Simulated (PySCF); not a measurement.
Species: C₉H₈F₂.
Cartesian coordinates in Å at the PBE0-D3(BJ)/def2-SVP level; atoms count from 1:
```
atom  x, y, z in Å
C1     2.2521   -0.3840   -1.6880
C2     1.1368    0.0327   -0.7710
C3     0.2410   -0.9435   -0.2762
C4    -0.8490   -0.6481    0.5506
C5    -1.8105   -1.6973    1.0172
F6    -1.4746   -2.9348    0.5395
C7    -0.9349    0.6979    0.8855
C8    -0.0839    1.6409    0.4160
C9     0.9729    1.3895   -0.4423
C10   -1.2049    2.0994    1.2541
F11   -2.2521    2.7629    0.6894
H12    2.0150   -0.1256   -2.7332
H13    2.4273   -1.4678   -1.6467
H14    3.1931    0.1257   -1.4334
H15    0.3972   -1.9862   -0.5619
H16   -2.8318   -1.4493    0.6781
H17   -1.8236   -1.7344    2.1208
H18    1.6413    2.1536   -0.8479
H19   -1.0538    2.4712    2.2783
```

Level of theory: PySCF, PBE0-D3(BJ)/def2-SVP geometry optimisation, gas phase.

Masses are those of the commonest isotopes; rigid-rotor values at the optimised geometry. The values belong to one conformer with, in the numbering `[CH3:1][c:2]1[cH:3][c:4]([CH2:5][F:6])[c:7]2[c:8]([cH:9]1)[C@H:10]2[F:11]`, C3–C4–C5–F6 0°.

What are A, B and C (MHz)?

Ia = 418.88, Ib = 521.80, Ic = 904.08 u·Å²; 505379 MHz·u·Å²/I gives A = 1206, B = 968.5, C = 559.0 MHz.

What kind of rotor is it?

An asymmetric top: κ = (2 × 968.5 − 1206 − 559.0)/(1206 − 559.0) ≈ 0.26.

Is it planar, by Δ = Ic − Ia − Ib?

Not planar: Δ = Ic − Ia − Ib = -36.61 u·Å². For a rigid frame Δ = −2 Σ m c², so Σ m c² = 18.30 u·Å² lies off the ab plane: 5.35 from hydrogen and 12.96 from heavier atoms. The atom farthest from that plane is 1.38 Å away.

Give the other two planar moments, Paa and Pbb, and the rms extents of the mass along the axes.

Paa = Σ m a² = (Ib + Ic − Ia)/2 = 503.50 and Pbb = Σ m b² = (Ia + Ic − Ib)/2 = 400.58 u·Å². With the mass M = 154.06 u, the rms extents √(P/M) along a, b and c are 1.81, 1.61, 0.34 Å.

List the rotational levels J(Ka,Kc) to J = 2 (MHz).

Above 0(0,0):
J = 1: 1(0,1) 1528, 1(1,1) 1765, 1(1,0) 2175
J = 2: 2(0,2) 4333, 2(1,2) 4411, 2(1,1) 5640, 2(2,1) 6353, 2(2,0) 6603
The levels of one J sum to (2J + 1)J(J + 1)(A + B + C)/3.

Which lines would a microwave search look for?

The dipole components are |μa| = 0.53 D, |μb| = 1.03 D, |μc| = 1.00 D. The squared components, which scale the intensities, stand as 0.26 : 1.00 : 0.93 (a : b : c). Some lines, for components of 0.1 D or more:

```csv
type,branch,"J(Ka,Kc)",MHz,lower level (cm⁻¹)
a,Q,"4(3,1) ← 4(3,2)",603,0.657
c,Q,"4(3,2) ← 4(2,2)",864,0.628
b,Q,"3(2,1) ← 3(1,2)",1276,0.353
a,R,"1(0,1) ← 0(0,0)",1528,0.000
b,Q,"4(2,2) ← 4(1,3)",2110,0.558
b,R,"2(0,2) ← 1(1,1)",2568,0.059
b,Q,"4(3,2) ← 4(2,3)",2864,0.562
b,Q,"4(4,1) ← 4(3,2)",2873,0.657
a,R,"2(1,1) ← 1(1,0)",3465,0.073
b,Q,"4(2,3) ← 4(1,4)",3602,0.441
b,R,"3(0,3) ← 2(1,2)",3823,0.147
a,R,"3(1,3) ← 2(1,2)",3840,0.147
a,R,"3(2,2) ← 2(2,1)",4583,0.212
a,R,"3(1,2) ← 2(1,1)",4951,0.188
b,R,"4(0,4) ← 3(1,3)",4978,0.275
a,R,"3(2,1) ← 2(2,0)",5265,0.220
b,R,"3(2,2) ← 2(1,1)",5296,0.188
b,R,"4(2,2) ← 3(3,1)",5556,0.443
b,R,"4(1,3) ← 3(2,2)",5788,0.365
c,R,"3(2,1) ← 2(1,1)",6228,0.188
c,R,"3(1,2) ← 2(0,2)",6257,0.145
c,R,"3(3,1) ← 2(2,1)",6925,0.212
c,R,"4(2,2) ← 3(1,2)",8243,0.353
c,R,"4(2,3) ← 3(1,3)",8583,0.275
c,R,"4(4,0) ← 3(3,0)",9222,0.447
b,R,"4(3,1) ← 3(2,2)",9365,0.365
```

Whether it is a minimum is left open (no frequencies). Zero-point vibration and centrifugal distortion are left out. A rigid rotor knows nothing of internal rotation, which can split or shift real lines.
